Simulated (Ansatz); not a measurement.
Ansatz (an electronic-structure program) input (B3LYP-D3(BJ)/def2-TZVP):

Ansatz 0.2 input:
```yaml
crystal:
  periodic: [false, false, false]
  atoms:
    - {symbol: Si, position_ang: [1.46928937, -0.47631044, -0.20572601]}
    - {symbol: O, position_ang: [1.74412362, -0.07825542, -1.66767646]}
    - {symbol: Br, position_ang: [-0.98637257, 0.20841113, 0.46347359]}
basis:
  gaussian:
    orbitals: def2-TZVP
hamiltonian:
  xc: b3lyp
  dispersion: d3bj
total_charge: -1
phonons: {temperatures: {t_min: 298.15, t_max: 298.15, t_step: 100}}
```

Output:

```
Functional definition: B3LYP
integrals: 0.04 GiB planned
825 factors; their error is unknown
mean field: 0.38 GiB planned
mean field evaluation 1: about -79974.6008 eV, gradient 3.2e1 eV
mean field evaluation 2: about -79954.7503 eV, gradient 1.0e2 eV
mean field evaluation 4: about -79976.4129 eV, gradient 2.7e0 eV
mean field evaluation 8: about -79976.4237 eV, gradient 3.3e-2 eV
mean field evaluation 16: about -79976.8013 eV, gradient 4.3e-5 eV
mean field -79976.80128962 eV, -2939.0932371706 hartree, gradient 4.3e-5 eV, S^2 0.000000; 0 other end points of the search recorded, 0 dependent functions left out
the calculation of the forces begins
reference -79976.80147951 eV, -2939.0932441489 hartree; 29, 29 occupied and 87, 87 virtual orbitals, 825 factors
these checks for a lower state are left out or cut short: stability, starts, cluster_reference, orbital_swaps, neighbouring_geometries, increment
integrals: 0.04 GiB planned
825 factors; their error is unknown
mean field: 0.38 GiB planned
mean field -79976.80128921 eV, -2939.0932371555 hartree, gradient 6.2e-7 eV, S^2 0.000000; 0 other end points of the search recorded, 0 dependent functions left out
the calculation of the forces begins
reference -79976.80147906 eV, -2939.0932441324 hartree; 29, 29 occupied and 87, 87 virtual orbitals, 825 factors
these checks for a lower state are left out or cut short: stability, starts, cluster_reference, orbital_swaps, neighbouring_geometries, increment
integrals: 0.04 GiB planned
825 factors; their error is unknown
mean field: 0.38 GiB planned
mean field evaluation 32: about -79976.8013 eV, gradient 6.2e-7 eV
mean field -79976.80125729 eV, -2939.0932359823 hartree, gradient 6.2e-7 eV, S^2 0.000000; 0 other end points of the search recorded, 0 dependent functions left out
the calculation of the forces begins
reference -79976.80144721 eV, -2939.0932429621 hartree; 29, 29 occupied and 87, 87 virtual orbitals, 825 factors
these checks for a lower state are left out or cut short: stability, starts, cluster_reference, orbital_swaps, neighbouring_geometries, increment
integrals: 0.04 GiB planned
825 factors; their error is unknown
mean field: 0.38 GiB planned
mean field -79976.80121436 eV, -2939.0932344050 hartree, gradient 6.2e-7 eV, S^2 0.000000; 0 other end points of the search recorded, 0 dependent functions left out
the calculation of the forces begins
reference -79976.80140423 eV, -2939.0932413823 hartree; 29, 29 occupied and 87, 87 virtual orbitals, 825 factors
these checks for a lower state are left out or cut short: stability, starts, cluster_reference, orbital_swaps, neighbouring_geometries, increment
integrals: 0.04 GiB planned
825 factors; their error is unknown
mean field: 0.38 GiB planned
mean field -79976.80120866 eV, -2939.0932341953 hartree, gradient 6.2e-7 eV, S^2 0.000000; 0 other end points of the search recorded, 0 dependent functions left out
the calculation of the forces begins
reference -79976.80139858 eV, -2939.0932411747 hartree; 29, 29 occupied and 87, 87 virtual orbitals, 825 factors
these checks for a lower state are left out or cut short: stability, starts, cluster_reference, orbital_swaps, neighbouring_geometries, increment
integrals: 0.04 GiB planned
825 factors; their error is unknown
mean field: 0.38 GiB planned
mean field -79976.80131495 eV, -2939.0932381016 hartree, gradient 6.2e-7 eV, S^2 0.000000; 0 other end points of the search recorded, 0 dependent functions left out
the calculation of the forces begins
reference -79976.80150490 eV, -2939.0932450821 hartree; 29, 29 occupied and 87, 87 virtual orbitals, 825 factors
these checks for a lower state are left out or cut short: stability, starts, cluster_reference, orbital_swaps, neighbouring_geometries, increment
integrals: 0.04 GiB planned
825 factors; their error is unknown
mean field: 0.38 GiB planned
mean field evaluation 64: about -79976.8013 eV, gradient 6.2e-7 eV
mean field -79976.80125334 eV, -2939.0932358372 hartree, gradient 6.2e-7 eV, S^2 0.000000; 0 other end points of the search recorded, 0 dependent functions left out
the calculation of the forces begins
reference -79976.80144317 eV, -2939.0932428133 hartree; 29, 29 occupied and 87, 87 virtual orbitals, 825 factors
these checks for a lower state are left out or cut short: stability, starts, cluster_reference, orbital_swaps, neighbouring_geometries, increment
integrals: 0.04 GiB planned
825 factors; their error is unknown
mean field: 0.38 GiB planned
mean field -79976.80123006 eV, -2939.0932349819 hartree, gradient 6.2e-7 eV, S^2 0.000000; 0 other end points of the search recorded, 0 dependent functions left out
the calculation of the forces begins
reference -79976.80142001 eV, -2939.0932419622 hartree; 29, 29 occupied and 87, 87 virtual orbitals, 825 factors
these checks for a lower state are left out or cut short: stability, starts, cluster_reference, orbital_swaps, neighbouring_geometries, increment
integrals: 0.04 GiB planned
825 factors; their error is unknown
mean field: 0.38 GiB planned
mean field -79976.80119285 eV, -2939.0932336145 hartree, gradient 6.2e-7 eV, S^2 0.000000; 0 other end points of the search recorded, 0 dependent functions left out
the calculation of the forces begins
reference -79976.80138269 eV, -2939.0932405908 hartree; 29, 29 occupied and 87, 87 virtual orbitals, 825 factors
these checks for a lower state are left out or cut short: stability, starts, cluster_reference, orbital_swaps, neighbouring_geometries, increment
integrals: 0.04 GiB planned
825 factors; their error is unknown
mean field: 0.38 GiB planned
mean field -79976.80123432 eV, -2939.0932351385 hartree, gradient 6.2e-7 eV, S^2 0.000000; 0 other end points of the search recorded, 0 dependent functions left out
the calculation of the forces begins
reference -79976.80142419 eV, -2939.0932421161 hartree; 29, 29 occupied and 87, 87 virtual orbitals, 825 factors
these checks for a lower state are left out or cut short: stability, starts, cluster_reference, orbital_swaps, neighbouring_geometries, increment
integrals: 0.04 GiB planned
825 factors; their error is unknown
mean field: 0.38 GiB planned
mean field evaluation 96: about -79976.8013 eV, gradient 6.2e-7 eV
mean field -79976.80132785 eV, -2939.0932385754 hartree, gradient 6.2e-7 eV, S^2 0.000000; 0 other end points of the search recorded, 0 dependent functions left out
the calculation of the forces begins
reference -79976.80151776 eV, -2939.0932455544 hartree; 29, 29 occupied and 87, 87 virtual orbitals, 825 factors
these checks for a lower state are left out or cut short: stability, starts, cluster_reference, orbital_swaps, neighbouring_geometries, increment
integrals: 0.04 GiB planned
825 factors; their error is unknown
mean field: 0.38 GiB planned
mean field -79976.80126727 eV, -2939.0932363493 hartree, gradient 6.2e-7 eV, S^2 0.000000; 0 other end points of the search recorded, 0 dependent functions left out
the calculation of the forces begins
reference -79976.80145713 eV, -2939.0932433266 hartree; 29, 29 occupied and 87, 87 virtual orbitals, 825 factors
these checks for a lower state are left out or cut short: stability, starts, cluster_reference, orbital_swaps, neighbouring_geometries, increment
integrals: 0.04 GiB planned
825 factors; their error is unknown
mean field: 0.38 GiB planned
mean field -79976.80131018 eV, -2939.0932379261 hartree, gradient 6.2e-7 eV, S^2 0.000000; 0 other end points of the search recorded, 0 dependent functions left out
the calculation of the forces begins
reference -79976.80150009 eV, -2939.0932449053 hartree; 29, 29 occupied and 87, 87 virtual orbitals, 825 factors
Total energy: -79976.93189365 eV, -2939.0980367803 hartree
Atom 0 at     1.469289    -0.476310    -0.205726 Å, force    -0.000001     0.000087    -0.000253 eV/Å
Atom 1 at     1.744124    -0.078255    -1.667676 Å, force    -0.000008    -0.000077     0.000234 eV/Å
Atom 2 at    -0.986373     0.208411     0.463474 Å, force     0.000008    -0.000010     0.000019 eV/Å
Dipole moment:    -0.312208    -0.055849     0.502649 e Å
Vibrations: 138.01 266.71 1156.02 cm⁻¹, zero-point energy 0.096753 eV
```
